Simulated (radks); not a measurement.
Task: All-electron atom: the vanadium ion V18+ in [He] 2s2 2p1. Method: Dirac Kohn-Sham, PBE, spin-unpolarised, spherical densities, point nucleus; open shells are shared between the two j in proportion to 2j + 1; speed of light set to 274.072 atomic units (2 times the physical value, a model run); computed with a radial shooting solver on a logarithmic mesh with Libxc functionals. Some entries of the table are withheld. Estimate them.

orbital      occ.  eigenvalue (eV)  r(max) (bohr)
1s1/2           2        -6307.506            (1)
2s1/2           2              (2)            (3)
2p1/2    0.333333              (4)         0.1918
2p3/2    0.666667              (5)         0.1922

Result: 
(1) 1s1/2 r(max) (bohr): 0.04387
(2) 2s1/2 eigenvalue (eV): -1354.986
(3) 2s1/2 r(max) (bohr): 0.2426
(4) 2p1/2 eigenvalue (eV): -1298.356
(5) 2p3/2 eigenvalue (eV): -1296.050
